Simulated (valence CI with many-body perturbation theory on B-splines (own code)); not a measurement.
# Basis-set convergence for Ti

Computed by valence CI with perturbative core correlation (CI+MBPT): four valence electrons over a frozen Dirac-Fock core [Ar], radial functions for each j: 7 s, 7 p, 8 d, 6 f, 4 g, 1 h, with the one-electron correlation potential Σ1, the two-electron term Σ2, the three-electron term Σ3, Breit, model QED; selected CI, second order for the rest, scaled by the run's own slope (own B-spline code, finite nucleus).

Set against measurement, 25 paired levels are off by 270 cm⁻¹ on average, the worst by 485. These come from a selection out of the NIST Handbook of Basic Atomic Spectroscopic Data. Levels without a partner in it may be off by more, other configurations by 1,000 to 4,000 cm⁻¹. Among the levels kept, up to 380 cm⁻¹ of a level comes from second order outside the variational space, and about a tenth of that is noise between levels of different J, which matters for small intervals.

The reference run has the lowest level 3d²4s² ³F_2 and an ionisation energy of 6.79297 eV. Its largest variational space holds 20619 state functions.

Changed runs:
A. basis 6 s, 6 p, 5 d, 5 f, 1 g
B. basis 5 s, 5 p, 4 d, 4 f

Excitation energies of the reference run in cm⁻¹, and shifts in cm⁻¹:

```
                 Level  Reference         A         B
           3d²4s² ³F_3        174      -7.4      -6.3
           3d²4s² ³F_4        381      -1.6      +1.5
            3d³4s ⁵F_1       6747     +1163     +1108
            3d³4s ⁵F_2       6789     +1161     +1107
            3d³4s ⁵F_3       6850     +1161     +1106
            3d³4s ⁵F_4       6928     +1160     +1106
            3d³4s ⁵F_5       7028     +1157     +1103
           3d²4s² ¹D_2       7587      +374      +610
           3d²4s² ³P_0       8577      +423      +495
           3d²4s² ³P_1       8637      +418      +491
           3d²4s² ³P_2       8751      +414      +491
            3d³4s ³F_2      11710     +1165     +1215
Ionisation energy (eV)    6.79297  -0.02368  -0.04267
```
